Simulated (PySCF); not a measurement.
Isomers of CH9BSi2. Theory: PBE0-D3(BJ)/def2-SVP geometry optimisation, gas phase (PySCF). Energies are electronic, without zero-point or thermal terms, for one conformer each. No frequencies were run at this level. Point groups hold within 0.08 Å.

Question: Order them by energy at this level, lowest first, and give relative energies in kcal/mol.
A. `[BH2:1][SiH2:2][CH2:3][SiH3:4]` with H–B1–Si2–C3 -16° and 167°, B1–Si2–C3–Si4 -66°
B. `[BH2:1][CH2:2][SiH2:3][SiH3:4]` with H–B1–C2–Si3 -86° and 89°, B1–C2–Si3–Si4 56°

Answer: B (0.0), A (12.3).

As drawn, the lower has an Si–Si bond, which the higher lacks.

| SMILES | E (Eh) | E rel (kcal/mol) | dipole (D) | point group | A, B, C (MHz) |
| --- | --- | --- | --- | --- | --- |
| BC[SiH2][SiH3] | -646.76782 | 0.0 | 0.98 | C1 | 6362, 2469, 1990 |
| B[SiH2]C[SiH3] | -646.74817 | 12.3 | 0.72 | C1 | 7314, 2173, 1874 |

Q: How do the relative energies change in single points at B3LYP/pcSseg-2 (no added dispersion term) on the same geometries?

A: 
```
        SMILES  PBE0-D3(BJ)/def2-SVP (kcal/mol)  B3LYP/pcSseg-2 (kcal/mol)  shift
BC[SiH2][SiH3]                              0.0                        0.0    0.0
B[SiH2]C[SiH3]                             12.3                       10.5   -1.8
```

Each column counts from its own lowest isomer. The order is unchanged; the largest shift is 1.8 kcal/mol.
